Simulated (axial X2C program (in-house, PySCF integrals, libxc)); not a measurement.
## Which molecule has these constants?

Calculated with an in-house all-electron X2C program for linear molecules (integrals from PySCF), spin-free (one-electron X2C) or two-component (2c: spin–orbit coupling with atomic mean-field Coulomb and Gaunt terms, which also bring small scalar terms), in Dyall basis sets with cores contracted in-house; open shells are unrestricted.

A two-component PBE0 calculation in a Dyall 3-zeta basis gave Re = 2.578 Å, ωe = 272.9 cm⁻¹, De = 0.68 eV, Ω = 1/2.

**Question.** Which molecule is it?
A. LiCu⁺
B. LiAu⁺
C. LiAg⁺

**Answer.** B. The others have LiCu⁺ 2.668 Å and 228.8 cm⁻¹ (Ω = 1/2); LiAg⁺ 2.781 Å and 213.9 cm⁻¹ (Ω = 1/2).

Each entry is the lowest single determinant of a limited PBE0 search at one distance. De goes to single-determinant-based atoms at the same level (for ions the charge split of lowest energy) and is withheld (n/a) where an atom does not fit its ground term or J level. Main or longest-lived isotopes.
